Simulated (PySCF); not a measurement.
BiCl2 (SMILES [Cl][Bi][Cl]), doublet, at a GFN2-xTB geometry (such geometries of metal compounds can be far from the true shape) (the spin is typed, not shown lowest) (core potentials on Bi); B3LYP/def2-SVP (PySCF).

PySCF was given this input:
```python
from pyscf import gto, scf, dft

mol = gto.Mole()
mol.atom = '''
    Bi    0.31935808   -0.02910973    0.37116121
    Cl    0.59421202    0.41454246   -2.06120785
    Cl   -2.15343088   -0.27241847    0.24906782
'''
mol.basis = 'def2-svp'
mol.ecp = {'Bi': 'def2-svp'}
mol.spin = 1
mol.verbose = 4
mol.build()

mf = dft.UKS(mol)
mf.xc = 'b3lyp'
mf.kernel()
mf.analyze()
```

**Question.** What does PySCF print? Leave out banner, timings and long lists.

**Answer.** 
```
PySCF version 2.14.0

[INPUT] verbose = 4
[INPUT] num. atoms = 3
[INPUT] num. electrons = 57
[INPUT] charge = 0
[INPUT] spin (= nelec alpha-beta = 2S) = 1
[INPUT] symmetry False subgroup None
[INPUT] Mole.unit = angstrom
[INPUT] Symbol           X                Y                Z      unit          X                Y                Z       unit  Magmom
[...]
nuclear repulsion = 208.185392685627
number of shells = 26
number of NR pGTOs = 133
number of NR cGTOs = 62
basis = def2-svp
ecp = {'Bi': 'def2-svp'}

******** <class 'pyscf.dft.uks.UKS'> ********
method = UKS
initial guess = minao
damping factor = 0
level_shift factor = 0
DIIS = <class 'pyscf.scf.diis.CDIIS'>
diis_start_cycle = 1
diis_space = 8
diis_damp = 0
SCF conv_tol = 1e-09
SCF conv_tol_grad = None
SCF max_cycles = 50
direct_scf = True
direct_scf_tol = 1e-13
number electrons alpha = 29  beta = 28
XC library pyscf.dft.libxc version 7.1.2
    S. Lehtola, C. Steigemann, M. J. T. Oliveira, and M. A. L. Marques,  SoftwareX 7, 1–5 (2018)
XC functionals = b3lyp
    P. J. Stephens, F. J. Devlin, C. F. Chabalowski, and M. J. Frisch,  J. Phys. Chem. 98, 11623 (1994)
radial grids:
    Treutler-Ahlrichs [JCP 102, 346 (1995); DOI:10.1063/1.469408] (M4) radial grids

becke partition: Becke, JCP 88, 2547 (1988); DOI:10.1063/1.454033
pruning grids: <function nwchem_prune>
grids dens level: 3
symmetrized grids: False
atomic radii adjust function: <function treutler_atomic_radii_adjust>
small_rho_cutoff = 0
Set gradient conv threshold to 3.16228e-05
tot grids = 61208
init E= -1108.45040229327

cycle= 1 E= -1132.87159922852  delta_E= -24.4  |g|= 1.73  |ddm|=  9.3
cycle= 2 E= -1132.29151891244  delta_E= 0.58  |g|=  2.3  |ddm|= 5.81
cycle= 3 E= -1134.80709649044  delta_E= -2.52  |g|= 0.348  |ddm|= 2.99
cycle= 4 E= -1134.89989796292  delta_E= -0.0928  |g|= 0.122  |ddm|= 0.804
cycle= 5 E= -1134.9104625101  delta_E= -0.0106  |g|= 0.0258  |ddm|= 0.191
cycle= 6 E= -1134.91081947946  delta_E= -0.000357  |g|= 0.00459  |ddm|= 0.0415
cycle= 7 E= -1134.91083270095  delta_E= -1.32e-05  |g|= 0.00138  |ddm|= 0.0069
cycle= 8 E= -1134.91083469894  delta_E= -2e-06  |g|= 0.000196  |ddm|= 0.00297
cycle= 9 E= -1134.91083481022  delta_E= -1.11e-07  |g|= 5.66e-05  |ddm|= 0.000943
cycle= 10 E= -1134.91083481508  delta_E= -4.86e-09  |g|= 2.01e-05  |ddm|= 0.000166
cycle= 11 E= -1134.9108348158  delta_E= -7.22e-10  |g|= 4.14e-06  |ddm|= 7.48e-05
Extra cycle  E= -1134.91083481581  delta_E= -8.19e-12  |g|= 4.77e-06  |ddm|= 1.52e-05
converged SCF energy = -1134.91083481581  <S^2> = 0.7516826  2S+1 = 2.0016819
**** SCF Summaries ****
Total Energy =                       -1134.910834815808585
Nuclear Repulsion Energy =             208.185392685627249
One-electron Energy =                -2059.617571878870422
Two-electron Energy =                  716.521344377434616
Two-electron Coulomb Energy =          790.325623763284852
DFT Exchange-Correlation Energy =      -73.804279385850236
**** MO energy ****
                             alpha | beta                alpha | beta
[...]
spin_pop of  0 Bi 5s       -0.00003
spin_pop of  0 Bi 6s        0.00184
spin_pop of  0 Bi 7s       -0.00053
spin_pop of  0 Bi 8s        0.00074
spin_pop of  0 Bi 5px      -0.00001
spin_pop of  0 Bi 5py       0.00051
spin_pop of  0 Bi 5pz      -0.00000
spin_pop of  0 Bi 6px       0.00162
spin_pop of  0 Bi 6py       0.05197
spin_pop of  0 Bi 6pz       0.00250
spin_pop of  0 Bi 7px       0.00207
spin_pop of  0 Bi 7py       0.04772
spin_pop of  0 Bi 7pz       0.00291
spin_pop of  0 Bi 8px       0.01660
spin_pop of  0 Bi 8py       0.76606
spin_pop of  0 Bi 8pz       0.02986
spin_pop of  0 Bi 5dxy     -0.00237
spin_pop of  0 Bi 5dyz     -0.00099
spin_pop of  0 Bi 5dz^2    -0.00403
spin_pop of  0 Bi 5dxz     -0.00319
spin_pop of  0 Bi 5dx2-y2   -0.00303
spin_pop of  0 Bi 6dxy      0.00141
spin_pop of  0 Bi 6dyz      0.00092
spin_pop of  0 Bi 6dz^2     0.00291
spin_pop of  0 Bi 6dxz      0.00415
spin_pop of  0 Bi 6dx2-y2    0.00436
spin_pop of  1 Cl 1s       -0.00000
spin_pop of  1 Cl 2s       -0.00000
spin_pop of  1 Cl 3s        0.00004
spin_pop of  1 Cl 4s        0.00060
spin_pop of  1 Cl 2px      -0.00000
spin_pop of  1 Cl 2py       0.00000
spin_pop of  1 Cl 2pz      -0.00000
spin_pop of  1 Cl 3px      -0.00026
spin_pop of  1 Cl 3py       0.04199
spin_pop of  1 Cl 3pz      -0.00917
spin_pop of  1 Cl 4px       0.00007
spin_pop of  1 Cl 4py       0.00272
spin_pop of  1 Cl 4pz       0.00050
spin_pop of  1 Cl 3dxy      0.00001
spin_pop of  1 Cl 3dyz      0.00119
spin_pop of  1 Cl 3dz^2     0.00025
spin_pop of  1 Cl 3dxz      0.00003
spin_pop of  1 Cl 3dx2-y2    0.00005
spin_pop of  2 Cl 1s       -0.00000
spin_pop of  2 Cl 2s       -0.00000
spin_pop of  2 Cl 3s        0.00003
spin_pop of  2 Cl 4s        0.00061
spin_pop of  2 Cl 2px      -0.00000
spin_pop of  2 Cl 2py       0.00000
spin_pop of  2 Cl 2pz       0.00000
spin_pop of  2 Cl 3px      -0.01012
spin_pop of  2 Cl 3py       0.04222
spin_pop of  2 Cl 3pz       0.00046
spin_pop of  2 Cl 4px       0.00048
spin_pop of  2 Cl 4py       0.00272
spin_pop of  2 Cl 4pz       0.00010
spin_pop of  2 Cl 3dxy      0.00128
spin_pop of  2 Cl 3dyz      0.00001
spin_pop of  2 Cl 3dz^2     0.00001
spin_pop of  2 Cl 3dxz      0.00003
spin_pop of  2 Cl 3dx2-y2    0.00020
In total            29.00000 | 28.00000
Dipole moment(X, Y, Z, Debye):  2.63077, -0.23978,  3.05739
```
